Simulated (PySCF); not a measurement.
**Cost of response and excited-state runs on `CB1NC[C@H](C#CC#N)N1`, C₆H₈BN₃**

Atom-mapped SMILES (the numbers label the heavy atoms): `[CH3:1][B:2]1[NH:3][CH2:4][C@H:5]([C:6]#[C:7][C:8]#[N:9])[NH:10]1`. Hydrogens are named by the atom that carries them. Ha(C4) is cis to C6 on the ring; Hb(C4) is trans to C6 on the ring.

PySCF with density fitting, on 1 thread of an AMD EPYC 7R43 64-Core, shared host. Command: `OMP_NUM_THREADS=1 python excited_run.py task.json out`

(1) How long does each of these runs take, and how much memory?
- vibronic structure, B97-D/6-31G; Tamm-Dancoff; 4 states; grid level 3; 3 bright states
- vibronic structure, BHandHLYP/def2-SV(P); Tamm-Dancoff

Results:

(1) 
| run | level | basis functions | wall time | peak memory (GiB) |
| --- | --- | --- | --- | --- |
| vibronic structure | B97-D/6-31G | 106 | 63 s | 0.71 |
| vibronic structure | BHandHLYP/def2-SV(P) | 156 | 27 s | 0.86 |

Times from a shared host are rough.
